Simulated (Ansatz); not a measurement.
Harmonic frequencies (cm⁻¹) at PBE0-D4/def2-TZVP from Ansatz: 83, 144, 162, 246, 279, 311, 512, 680, 735, 770, 869, 939, 993, 1013, 1099, 1178, 1259, 1374, 1402, 1661, 1825, 2204, 2237, 2894, 3039, 3501, 3582.

Each molecule was computed in one conformer, which needn't be the lowest.

Task: Which molecule is it?
A. `N[SiH2]C=O`
B. `C1O[SiH2][SiH2]1`
C. `[SiH3]BCBr`
D. `NC([AsH2])C=O`

Result: D.
